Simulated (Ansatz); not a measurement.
Born–Oppenheimer molecular dynamics of BClH2O2 (6 atoms, charge 0, multiplicity 1). It starts from a relaxed structure.

These are results of RKS r2SCAN/def2-SVP (Ansatz 0.2.0), not measurements.

```json
{
  "ensemble": "NVT, Langevin thermostat",
  "time step": "0.5 fs",
  "steps asked": "100",
  "set temperature": "700 K",
  "friction": "0.05 /fs",
  "seed": "460991"
}
```

Frames 0.5 fs apart, positions in Å.

Velocities at 5 fs (Å/ps):

```
O 2.13 -4.26 1.85
B 1.82 4.15 0.67
O -2.73 0.28 2.57
Cl -0.19 -0.29 2.10
H -7.38 16.46 41.95
H 26.33 18.67 39.28
```

```xyz
6
Properties=species:S:1:pos:R:3 time_fs=5 energy_less_start_eV=0.276 T=384
O 0.186 1.011 -0.421
B -0.151 -0.203 -0.023
O 0.620 -0.822 0.985
Cl -1.485 -1.136 -0.694
H -0.598 1.325 -0.908
H 1.409 -0.267 1.302
6
Properties=species:S:1:pos:R:3 time_fs=5.5 energy_less_start_eV=0.330 T=304
O 0.186 1.009 -0.419
B -0.150 -0.202 -0.022
O 0.619 -0.823 0.987
Cl -1.485 -1.136 -0.693
H -0.605 1.334 -0.887
H 1.419 -0.261 1.319
6
Properties=species:S:1:pos:R:3 time_fs=6 energy_less_start_eV=0.367 T=290
O 0.187 1.008 -0.418
B -0.150 -0.201 -0.020
O 0.617 -0.823 0.989
Cl -1.485 -1.135 -0.692
H -0.614 1.347 -0.868
H 1.423 -0.258 1.332
6
Properties=species:S:1:pos:R:3 time_fs=6.5 energy_less_start_eV=0.387 T=281
O 0.187 1.007 -0.417
B -0.150 -0.199 -0.017
O 0.615 -0.823 0.991
Cl -1.486 -1.134 -0.691
H -0.622 1.363 -0.850
H 1.421 -0.257 1.345
6
Properties=species:S:1:pos:R:3 time_fs=7 energy_less_start_eV=0.384 T=277
O 0.187 1.007 -0.416
B -0.152 -0.197 -0.015
O 0.615 -0.822 0.992
Cl -1.485 -1.134 -0.690
H -0.630 1.376 -0.834
H 1.413 -0.260 1.355
6
Properties=species:S:1:pos:R:3 time_fs=7.5 energy_less_start_eV=0.359 T=301
O 0.188 1.008 -0.415
B -0.153 -0.196 -0.013
O 0.614 -0.822 0.994
Cl -1.485 -1.134 -0.689
H -0.633 1.387 -0.817
H 1.397 -0.264 1.365
6
Properties=species:S:1:pos:R:3 time_fs=8 energy_less_start_eV=0.316 T=298
O 0.187 1.010 -0.414
B -0.153 -0.195 -0.009
O 0.614 -0.822 0.995
Cl -1.485 -1.134 -0.687
H -0.632 1.395 -0.799
H 1.379 -0.270 1.373
6
Properties=species:S:1:pos:R:3 time_fs=8.5 energy_less_start_eV=0.267 T=377
O 0.187 1.011 -0.414
B -0.153 -0.195 -0.005
O 0.613 -0.820 0.997
Cl -1.485 -1.134 -0.686
H -0.630 1.402 -0.782
H 1.357 -0.278 1.377
6
Properties=species:S:1:pos:R:3 time_fs=9 energy_less_start_eV=0.233 T=524
O 0.186 1.013 -0.414
B -0.152 -0.194 -0.002
O 0.613 -0.817 0.999
Cl -1.485 -1.133 -0.685
H -0.628 1.412 -0.765
H 1.333 -0.290 1.377
6
Properties=species:S:1:pos:R:3 time_fs=9.5 energy_less_start_eV=0.233 T=426
O 0.186 1.016 -0.414
B -0.151 -0.195 0.003
O 0.612 -0.814 1.001
Cl -1.485 -1.132 -0.683
H -0.626 1.423 -0.747
H 1.309 -0.302 1.376
6
Properties=species:S:1:pos:R:3 time_fs=10 energy_less_start_eV=0.261 T=356
O 0.185 1.019 -0.414
B -0.148 -0.196 0.006
O 0.611 -0.812 1.002
Cl -1.485 -1.132 -0.681
H -0.626 1.433 -0.732
H 1.288 -0.311 1.376
6
Properties=species:S:1:pos:R:3 time_fs=10.5 energy_less_start_eV=0.300 T=256
O 0.185 1.021 -0.414
B -0.146 -0.197 0.009
O 0.610 -0.809 1.004
Cl -1.486 -1.132 -0.679
H -0.628 1.442 -0.722
H 1.269 -0.315 1.379
```

Of the whole run (50 fs, mean temperature of the second half 650 K): A run of 0.05 ps of so small a system gives no equilibrium averages.

The run took 2.1 min on 1 thread of AMD EPYC 7B13 (Zen 3) (shared host), peak memory 0.11 GiB.
